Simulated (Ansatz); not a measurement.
One change: `[SiH3][GeH2][CH2]S` becomes `B[CH2][GeH2][SiH3]`.

Ansatz, PBE0-D4/def2-TZVP geometries, multiplicity 1. Each molecule was computed in one conformer, which needn't be the lowest.

Scalar relativity is left out up to krypton.

```tsv
property	`[SiH3][GeH2][CH2]S`
size of the dipole moment (ωB97M-V/def2-TZVPP) / D	1.03
HOMO–LUMO gap (ωB97M-V/def2-TZVPP) / eV	10.60
size of the dipole moment (PBE/def2-TZVPP) / D	1.01
LUMO energy (PBE0/def2-TZVPP) / eV	-0.13
LUMO energy (ωB97M-V/def2-TZVPP) / eV	1.59
HOMO–LUMO gap (B3LYP/def2-TZVPP) / eV	6.25
```

Problem. Give the same properties after the change, and the shifts. (An estimate is asked.)

Solution. The calculation gave: 
| property | `B[CH2][GeH2][SiH3]` | shift |
| --- | --- | --- |
| size of the dipole moment (ωB97M-V/def2-TZVPP) / D | 0.97 | -0.06 |
| HOMO–LUMO gap (ωB97M-V/def2-TZVPP) / eV | 10.99 | 0.39 |
| size of the dipole moment (PBE/def2-TZVPP) / D | 1.10 | 0.09 |
| LUMO energy (PBE0/def2-TZVPP) / eV | -1.11 | -0.98 |
| LUMO energy (ωB97M-V/def2-TZVPP) / eV | 0.75 | -0.84 |
| HOMO–LUMO gap (B3LYP/def2-TZVPP) / eV | 6.71 | 0.46 |

With PBE0 the HOMO falls by 1.40 eV and the LUMO falls by 0.98 eV, so the gap widens by about 0.42 eV. PBE moves the HOMO by -1.53 eV and ωB97M-V by -1.23 eV. Dipoles are sizes alone; their direction can turn.

B3LYP here is the variant with VWN-RPA as its local correlation; programs differ in this.
